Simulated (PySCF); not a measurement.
The dipole of `CS/C=C\C(C#N)=C/[SiH3]` from its density and from atomic charges.

Coordinates (GFN2-xTB, Å) and charges (e) from the PBE0/pcSseg-1 density (PySCF):

```
atom       x       y       z  Mulliken      IAO  Hirshfeld  ESP-fitted
  C1   3.837  -0.621  -0.468   -0.3815  -0.5078    -0.1128     -0.5598
  S2   2.416   0.429  -0.025   +0.1023  +0.2212    +0.0672     +0.0373
  C3   1.123  -0.615  -0.543   -0.2173  -0.2544    -0.0539     -0.1484
  C4  -0.195  -0.376  -0.465   -0.0560  -0.1882    -0.0723     -0.3193
  C5  -0.850   0.793   0.066   -0.1931  -0.0146    +0.0129     +0.1910
  C6  -0.078   1.857   0.602   +0.0985  +0.1316    +0.0738     +0.2925
  N7   0.450   2.769   1.056   -0.2256  -0.2269    -0.2093     -0.4241
  C8  -2.194   0.954   0.090   -0.2901  -0.4103    -0.1213     -0.3947
 Si9  -3.479  -0.262  -0.544   +0.5131  +0.5925    +0.3153     +0.3797
 H10   3.827  -0.822  -1.535   +0.1556  +0.1596    +0.0500     +0.1829
 H11   4.726  -0.058  -0.205   +0.1616  +0.1761    +0.0597     +0.2385
 H12   3.803  -1.545   0.102   +0.1564  +0.1599    +0.0498     +0.1855
 H13   1.470  -1.543  -0.971   +0.1381  +0.1636    +0.0557     +0.2049
 H14  -0.866  -1.137  -0.840   +0.1193  +0.1565    +0.0490     +0.1776
 H15  -2.561   1.880   0.517   +0.1303  +0.1731    +0.0513     +0.1995
 H16  -3.385  -1.524   0.197   -0.0668  -0.1132    -0.0726     -0.0830
 H17  -3.263  -0.522  -1.971   -0.0681  -0.1134    -0.0728     -0.0831
 H18  -4.791   0.348  -0.340   -0.0766  -0.1052    -0.0696     -0.0771
```

Question: What dipole does each set of charges give (1 e·Å = 4.803 D), and what does the density give?

Answer: The full density gives (0.43, -3.93, -1.86) D, 4.37 D in size; dipole vectors point from the negative to the positive end.

| scheme | μx | μy | μz | size (D) | share of the full size (%) | angle to the full dipole (°) |
| --- | --- | --- | --- | --- | --- | --- |
| Mulliken | -0.04 | -4.53 | -2.18 | 5.02 | 115 | 6 |
| IAO | 0.22 | -2.90 | -1.40 | 3.23 | 74 | 2 |
| Hirshfeld | 0.62 | -2.47 | -1.17 | 2.80 | 64 | 7 |
| ESP-fitted | 0.47 | -3.99 | -1.89 | 4.44 | 102 | 0 |

Question: Which set comes closest?

Answer: Length of the difference vector: ESP-fitted 0.08 D, Mulliken 0.82 D, IAO 1.15 D, Hirshfeld 1.63 D. Closest: ESP-fitted. The schemes that divide the density aren't constrained to reproduce the dipole.

Question: What is left for the Hirshfeld atoms' own dipoles?

Answer: The Hirshfeld atoms' densities add up to the full density, so μ = Σ q r + Σ (atomic dipoles). The atomic dipoles sum to (0.43, -3.93, -1.86) − (0.62, -2.47, -1.17) = (-0.19, -1.46, -0.69) D, 1.63 D in size.

Question: With the origin at the mean of the coordinates, (0.000, 0.000, -0.293) Å, which are the largest single terms, by size, of the Hirshfeld dipole along the direction of the full one?

Answer: N7 +3.04, C6 -0.73, C8 +0.72, H15 -0.56, C1 -0.55 D; all 18 atoms together +2.78 D. The single terms depend on the origin, their sum doesn't.

Question: Give the size of the full dipole in other units.

Answer: 4.37 D = 1.721 au = 0.911 e·Å = 14.59 × 10⁻³⁰ C·m.

The structure is a single GFN2-xTB conformer in the gas phase; no vibrational or solvent corrections.

Conformer computed: `[CH3:1][S:2]/[CH:3]=[CH:4]\[C:5]([C:6]#[N:7])=[CH:8]/[SiH3:9]`: C1–S2–C3–C4 180°, C3–C4–C5–C6 -1°.
